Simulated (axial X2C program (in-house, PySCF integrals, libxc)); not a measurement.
## Spectroscopic constants of NbSi

Calculated with an in-house relativistic program for diatomic molecules. Spin-free means the one-electron spin-free X2C Hamiltonian; two-component (2c) means X2C with spin–orbit coupling and atomic mean-field two-electron Coulomb and Gaunt terms, so the difference of the two also holds small scalar two-electron terms. Basis: Nb dyall-cv3z [11s12p9d5f3g], Si dyall-v3z [8s7p2d1f] (cores contracted in-house); Gaussian nuclei, density fitting, unrestricted open shells. Masses: Nb 92.906 u, Si 27.977 u.

Input file and command:
```json
{
 "zs": [
  41,
  14
 ],
 "q": 0,
 "bas": [
  "dyall-cv3z",
  "dyall-v3z"
 ],
 "levels": [
  "PBE0",
  "HF",
  "r2SCAN0"
 ],
 "cc": true,
 "r0": 2.63,
 "thr": -1.0,
 "nmax": 90,
 "npts": 10,
 "nst": 2,
 "ntry": 6
}
```
```bash
python so2c.py task.json out
```

Keys: zs atomic numbers; q charge; bas basis sets; levels methods; cc coupled cluster on or off; r0 starting distance in Å; thr threshold in hartree for freezing inner shells (an s shell follows its p shell); nmax most natural virtual spinors; npts points on the curve; nst determinants followed; ntry starts of the search. HF also brings MP2.

State, spin-free: M_S = 5/2, Λ = 0 (beyond evenly filled blocks: σα, π+α, π-α, δ+α, δ-α); electrons by block: σα: 14, σβ: 13, π+α: 6, π+β: 5, π-α: 6, π-β: 5, δ+α: 2, δ+β: 1, δ-α: 2, δ-β: 1. Fragments: Nb + Si.

State, 2c: Ω = 5/2 (⟨Sz⟩ = 2.50, ⟨Lz⟩ = 0.00 at PBE0); electrons by block: 1/2: 19, -1/2: 19, 3/2: 7, -3/2: 7, 5/2: 2, -5/2: 1. Fragments: Nb + Si.

```tsv
Hamiltonian	level	Re (Å)	ωe (cm⁻¹)	ωexe (cm⁻¹)	Be (cm⁻¹)	αe (cm⁻¹)	De (eV)	D0 (eV)	k (mdyn/Å)	μ (D)
spin-free	PBE0	2.437	388.7	1.14	0.132	0.000529	2.63	2.60	1.91	-3.12
spin-free	HF	2.565	287.3	n/a	0.1192	0.000633	0.737	0.719	1.05	-2.91
spin-free	CCSD	2.426	393.1	1.37	0.1332	0.000604	2.22	2.19	1.96	n/a
spin-free	CCSD(T)	2.437	386.1	1.21	0.132	0.000575	2.50	2.47	1.89	n/a
spin-free	r2SCAN0	2.430	391.8	1.34	0.1328	0.000558	2.37	2.35	1.94	-3.45
2c	PBE0	2.436	388.3	1.14	0.1321	0.000527	n/a	n/a	1.91	-3.12
2c	HF	2.565	287.1	n/a	0.1192	0.000633	n/a	n/a	1.04	-2.91
2c	CCSD	2.425	394.1	1.39	0.1333	0.000606	n/a	n/a	1.97	n/a
2c	CCSD(T)	2.436	387.8	1.25	0.1321	0.000577	n/a	n/a	1.91	n/a
2c	r2SCAN0	2.430	391.6	1.34	0.1328	0.000558	n/a	n/a	1.94	-3.44
```

Correlated methods: 9 electrons correlated (number of frozen shells: Nb 4 s, 3 p, 1 d; Si 2 s, 1 p), 265 virtual spin orbitals or spinors in MP2, 90 natural virtuals in coupled cluster.

Dipoles are positive if Si is the positive end.

One determinant describes the state; a PBE0 search over occupations chose it and may have missed a lower one. De is counted from the lowest determinant-based energies of the atoms at the same level, without counterpoise correction. De is not given where an atomic determinant may have missed its ground term or J level, or where the truncated virtual space spoils (T). Density functionals use the spin component along the axis (collinear). Coupled cluster ran in a truncated set of natural virtual spinors; the MP2 energy of the rest was added. (T) has no such correction and the atoms are truncated less, which lowers De at CCSD(T) by a hundredth of an eV or more. Other states lie close and PBE0, whose exact exchange favours high spin, may order them wrongly; the determinant shown need not be the ground state. The nearest other spin-free determinant of the search, M_S = 3/2, Λ = 1, lies 0.40 eV up at the distance of the search. The functionals have no current-density term, which raises determinants with orbital currents, atoms included. With several unpaired electrons one determinant need not be a pure state. The outer-core s and p shells of the metal are frozen in the correlated rows, which leaves out core–valence correlation; for alkali and alkaline-earth bonds that tends to lengthen them. This is the top spin component of a Σ state; components of lower Ω are not single determinants and can lie lower. The determinant is spin-polarised beyond a pure state at some levels (its spin-free form has ⟨S²⟩ too high), which makes Re and μ there less reliable. The T1 diagnostic is large, a sign of multireference character. With the outer-core shells frozen, correlated bond lengths of heavy atoms tend to come out a few hundredths of an ångström too long.

No reliable constants came from MP2 (2c), MP2 (spin-free): no minimum in range, unconverged points, a curve that is not smooth, a change of character along it, or the two Hamiltonians disagreeing along it.

Rough cost a point (2c) on 1 thread(s) of a shared host, integrals apart: PBE0 1.9 s, HF 1.3 s, CCSD(T) 6 s, r2SCAN0 3 s.

The whole task took 3.4 min on 1 thread of INTEL(R) XEON(R) PLATINUM 8581C CPU @ 2.30GHz (Emerald Rapids), with other jobs on the host.
